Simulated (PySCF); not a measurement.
# How methods differ on the ionisation energy of B⁺

B⁺ [He] 2s2 (1S) → B²⁺ [He] 2s1 (2S), as a difference of total energies. Calculation: PySCF 2.14, in dyall-acv3z (15s9p4d2f, 76 functions); the spin-free X2C one-electron Hamiltonian (Gaussian nucleus). Correlated levels: valence: 1s2 frozen; valence and next inner shell: nothing frozen; virtual orbitals above 40 to 60 times the deepest correlated orbital energy dropped. The calculations carry no spin-orbit coupling.

```
                                method  ionisation energy (eV)  error (eV)
                                   UHF                  23.449      -1.706
                                   LDA                  24.560      -0.595
                                   PBE                  24.613      -0.542
                                  PBE0                  24.568      -0.587
                                r2SCAN                  24.271      -0.884
                               r2SCAN0                  24.325      -0.830
                                 M06-L                  24.483      -0.672
                                 B97-3                  24.671      -0.484
                                M06-2X                  24.746      -0.409
                         MP2 (valence)                  24.474      -0.681
                     SCS-MP2 (valence)                  24.679      -0.476
    MP2 (valence and next inner shell)                  24.529      -0.626
SCS-MP2 (valence and next inner shell)                  24.726      -0.429
```

Reference: 25.155 eV (measured; NIST Atomic Spectra Database, ionization energies).

Errors of the correlated levels include the incompleteness of this basis and the frozen core.

MP2 underrates the near-degeneracy of ns² with np² in the lower species.
